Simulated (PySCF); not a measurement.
F2Mg, triplet, at a GFN2-xTB geometry of the parent state (such geometries of metal compounds can be far from the true shape) (a higher spin typed on purpose: for a closed-shell molecule this is an excited state); M062X/pcseg-1 (PySCF).

Input for PySCF:
```python
from pyscf import gto, scf, dft

mol = gto.M(
    atom='''
Mg    0.000000    0.000000    0.000000
F     0.000000    0.000000    1.798162
F    -0.000000   -0.000000   -1.798162
''',
    basis='pcseg-1',
    charge=0,
    spin=2,
    verbose=4,
)

mf = dft.UKS(mol)
mf.xc = 'm062x'
mf.kernel()
```

It wrote (shortened):

```
PySCF version 2.14.0

[INPUT] verbose = 4
[INPUT] num. atoms = 3
[INPUT] num. electrons = 30
[INPUT] charge = 0
[INPUT] spin (= nelec alpha-beta = 2S) = 2
[INPUT] symmetry False subgroup None
[INPUT] Mole.unit = angstrom
[INPUT] Symbol           X                Y                Z      unit          X                Y                Z       unit  Magmom
[INPUT]  1 Mg     0.000000000000   0.000000000000   0.000000000000 AA    0.000000000000   0.000000000000   0.000000000000 Bohr   0.0
[INPUT]  2 F      0.000000000000   0.000000000000   1.798162000000 AA    0.000000000000   0.000000000000   3.398033707600 Bohr   0.0
[INPUT]  3 F      0.000000000000   0.000000000000  -1.798162000000 AA    0.000000000000   0.000000000000  -3.398033707600 Bohr   0.0

nuclear repulsion = 75.4848309557092
number of shells = 8
number of NR pGTOs = 83
number of NR cGTOs = 38
basis = pcseg-1
ecp = {}

******** <class 'pyscf.dft.uks.UKS'> ********
method = UKS
initial guess = minao
damping factor = 0
level_shift factor = 0
DIIS = <class 'pyscf.scf.diis.CDIIS'>
diis_start_cycle = 1
diis_space = 8
diis_damp = 0
SCF conv_tol = 1e-09
SCF conv_tol_grad = None
SCF max_cycles = 50
direct_scf = True
direct_scf_tol = 1e-13
number electrons alpha = 16  beta = 14
XC library pyscf.dft.libxc version 7.1.2
    S. Lehtola, C. Steigemann, M. J. T. Oliveira, and M. A. L. Marques,  SoftwareX 7, 1–5 (2018)
XC functionals = m062x
    Y. Zhao and D. G. Truhlar,  Theor. Chem. Acc. 120, 215 (2008)
    Y. Zhao and D. G. Truhlar,  Theor. Chem. Acc. 120, 215 (2008)
radial grids:
    Treutler-Ahlrichs [JCP 102, 346 (1995); DOI:10.1063/1.469408] (M4) radial grids

becke partition: Becke, JCP 88, 2547 (1988); DOI:10.1063/1.454033
pruning grids: <function nwchem_prune>
grids dens level: 3
symmetrized grids: False
atomic radii adjust function: <function treutler_atomic_radii_adjust>
small_rho_cutoff = 0
Set gradient conv threshold to 3.16228e-05
tot grids = 47104
init E= -399.461576335762

cycle= 1 E= -399.459638771945  delta_E= 0.00194  |g|= 0.229  |ddm|=  1.3

cycle= 2 E= -399.464911465319  delta_E= -0.00527  |g|= 0.241  |ddm|= 0.461

cycle= 3 E= -399.486214781424  delta_E= -0.0213  |g|= 0.016  |ddm|= 0.168

cycle= 4 E= -399.486441733155  delta_E= -0.000227  |g|= 0.00423  |ddm|= 0.0535

cycle= 5 E= -399.486461243038  delta_E= -1.95e-05  |g|= 0.00122  |ddm|= 0.0143

cycle= 6 E= -399.486462684144  delta_E= -1.44e-06  |g|= 0.000151  |ddm|= 0.00373

cycle= 7 E= -399.48646271386  delta_E= -2.97e-08  |g|= 4.21e-05  |ddm|= 0.00031

cycle= 8 E= -399.486462721184  delta_E= -7.32e-09  |g|= 2.6e-05  |ddm|= 0.000195

cycle= 9 E= -399.486462726384  delta_E= -5.2e-09  |g|= 2.51e-05  |ddm|= 0.000117

cycle= 10 E= -399.486462731778  delta_E= -5.39e-09  |g|= 2.51e-05  |ddm|= 0.000118

cycle= 11 E= -399.486462734164  delta_E= -2.39e-09  |g|= 2.51e-05  |ddm|= 5.24e-05

cycle= 12 E= -399.486462741762  delta_E= -7.6e-09  |g|= 2.5e-05  |ddm|= 0.000167

cycle= 13 E= -399.486462908088  delta_E= -1.66e-07  |g|= 2.47e-05  |ddm|= 0.00368

cycle= 14 E= -399.486463506644  delta_E= -5.99e-07  |g|= 3.4e-05  |ddm|= 0.0137

cycle= 15 E= -399.486463967831  delta_E= -4.61e-07  |g|= 8.41e-05  |ddm|= 0.0113

cycle= 16 E= -399.486465241647  delta_E= -1.27e-06  |g|= 0.00138  |ddm|= 0.0916

cycle= 17 E= -399.486464464179  delta_E= 7.77e-07  |g|= 0.00179  |ddm|= 0.0168

cycle= 18 E= -399.486462629965  delta_E= 1.83e-06  |g|= 0.00237  |ddm|= 0.0165

cycle= 19 E= -399.486463260183  delta_E= -6.3e-07  |g|= 0.00218  |ddm|= 0.00648

cycle= 20 E= -399.486463301488  delta_E= -4.13e-08  |g|= 0.00216  |ddm|= 0.00251

cycle= 21 E= -399.48646425639  delta_E= -9.55e-07  |g|= 0.00179  |ddm|= 0.0165

cycle= 22 E= -399.486466051597  delta_E= -1.8e-06  |g|= 0.000171  |ddm|= 0.0404

cycle= 23 E= -399.486462059787  delta_E= 3.99e-06  |g|= 0.00274  |ddm|= 0.138

cycle= 24 E= -399.48646664243  delta_E= -4.58e-06  |g|= 0.000102  |ddm|= 0.119

cycle= 25 E= -399.486467927847  delta_E= -1.29e-06  |g|= 0.000399  |ddm|= 0.0597

cycle= 26 E= -399.486467753924  delta_E= 1.74e-07  |g|= 0.00122  |ddm|= 0.0703

cycle= 27 E= -399.486468743714  delta_E= -9.9e-07  |g|= 0.000786  |ddm|= 0.0244

cycle= 28 E= -399.486469126193  delta_E= -3.82e-07  |g|= 0.000448  |ddm|= 0.000524

cycle= 29 E= -399.486469318879  delta_E= -1.93e-07  |g|= 0.000319  |ddm|= 0.0216

cycle= 30 E= -399.486469162562  delta_E= 1.56e-07  |g|= 0.000553  |ddm|= 0.017

cycle= 31 E= -399.486469260093  delta_E= -9.75e-08  |g|= 0.000446  |ddm|= 0.00058

cycle= 32 E= -399.48646942154  delta_E= -1.61e-07  |g|= 0.000159  |ddm|= 0.00379

cycle= 33 E= -399.486469444793  delta_E= -2.33e-08  |g|= 1.33e-05  |ddm|= 0.000427

cycle= 34 E= -399.486469444962  delta_E= -1.69e-10  |g|= 2.66e-07  |ddm|= 0.000221

Extra cycle  E= -399.486469444962  delta_E= 5.68e-13  |g|= 1.67e-07  |ddm|= 3.45e-07
converged SCF energy = -399.486469444962  <S^2> = 2.0156919  2S+1 = 3.0104431
```
